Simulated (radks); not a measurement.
The numbers below are computed, except where a source is named.
Numerical settings for neutral oxygen, [He] 2s2 2p4. Code: a radial shooting solver on a logarithmic mesh with Libxc functionals. Model: Dirac Kohn-Sham, BLYP, spin-unpolarised, spherical densities, point nucleus; open shells fill j = l - 1/2 first. The defaults (mesh step 0.008 in ln r, mesh end at 40 bohr or more with all orbitals vanishing there, Anderson mixing 0.5 over 9 steps, residual threshold near 1e-9 with the energy settled to 1e-9 hartree or 1e-11 of itself, here a cap of 100 iterations) give E = -75.0814 hartree and 2p3/2 at -9.006 eV in 14 iterations. Run on one thread of a shared host, so times are rough (Intel(R) Xeon(R) Platinum 8488C): 0.08 s of CPU time, 0.08 s wall, 14 iterations on 2496 mesh points. Changes against that run (0 stands for a change within the tolerance of the run):

| setting | iterations | converged | E (mhartree) | e(2p3/2) (meV) | CPU (s) |
|---|---|---|---|---|---|
| mesh step in ln r 0.02 | 14 | yes | 0 | 0 | 0.04 |
| mesh step in ln r 0.08 | 14 | yes | +0.000917 | 0 | 0.01 |
| mesh step in ln r 0.05 | 14 | yes | 0 | 0 | 0.03 |
| mesh end (bohr) 1 | 13 | level above zero | +2.72e+04 | +1.8e+05 | 0.06 |
| mesh end (bohr) 400 | 14 | yes | 0 | 0 | 0.08 |
| residual threshold 0.1 | 8 | yes | 0 | -1.84 | 0.05 |
| residual threshold 1e-13 | 19 | yes | 0 | 0 | 0.1 |
| mixing 2.5 | 14 | yes | 0 | 0 | 0.07 |
| linear mixing, mixing 1 | 100 | no | +7.98e+03 | +9.11e+03 | 1.1 |
| linear mixing, mixing 0.05 | 100 | no | +0.00101 | -50.3 | 0.46 |
| mixing history 3 | 17 | yes | 0 | 0 | 0.09 |
| iteration cap 5 | 5 | no | +0.533 | +335 | 0.03 |

Settled on a wrong energy, with an occupied level pushed above zero by the early mesh end: mesh end (bohr) 1 (+27.2 hartree). Apart from these: no run marked as converged misses the energy by more than 1 mhartree. A mesh that ends early acts as a hard wall.
